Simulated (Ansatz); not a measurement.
Gas-phase electronic energies from Ansatz, PBE0-D4/def2-TZVP geometries. CBS: MP2 limit from def2 TZ/QZ plus the TZ coupled-cluster correction, frozen cores. Functionals use def2-TZVPP. B3LYP here is the variant with VWN-RPA as its local correlation; programs differ in this. For Mg outer-core shells are correlated without core-valence functions, which leaves a few kJ/mol of doubt a bond. One conformer a species, not always the lowest.

Consider the redistribution: `C[Si@H]1S[C@H]1F` + `[OH][Mg][OH]` → `FC1[SiH2]S1` + `C[O][Mg][OH]`.

(1) Is it downhill or uphill in electronic energy at CCSD(T)/CBS, and by how much? (Best estimate.)

(2) What do these levels give: PBE-D4, r2SCAN-D4, PBE0-D4, B3LYP-D4, B2PLYP, r2SCAN, CCSD/def2-TZVPP, CCSD(T)/def2-TZVPP, HF/def2-QZVPP, MP2/def2-QZVPP, SCS-MP2/def2-QZVPP, HF/CBS(def2)? (An estimate is asked.)

Largest T1 diagnostic among the species: 0.014.

Answers

(1) The calculation gave: Uphill: ΔE = +27.0 kcal/mol.

(2) Ansatz gave: PBE-D4 26.1, r2SCAN-D4 26.7, PBE0-D4 26.4, B3LYP-D4 25.2, B2PLYP 25.5, r2SCAN 26.5, CCSD/def2-TZVPP 25.7, CCSD(T)/def2-TZVPP 26.1, HF/def2-QZVPP 22.0, MP2/def2-QZVPP 28.7, SCS-MP2/def2-QZVPP 26.5, HF/CBS(def2) 22.0 kcal/mol.

The D4 term adds +1.2 kcal/mol with B3LYP and +0.7 kcal/mol with PBE0; it sums over pairs of atoms, weighted by their polarisabilities, and B3LYP, whose exchange is more repulsive, gets the larger term. In def2-TZVPP, CCSD(T) changes the Hartree–Fock value by +3.9 kcal/mol (the triples alone add +0.4 kcal/mol) and MP2 by +6.1 kcal/mol.
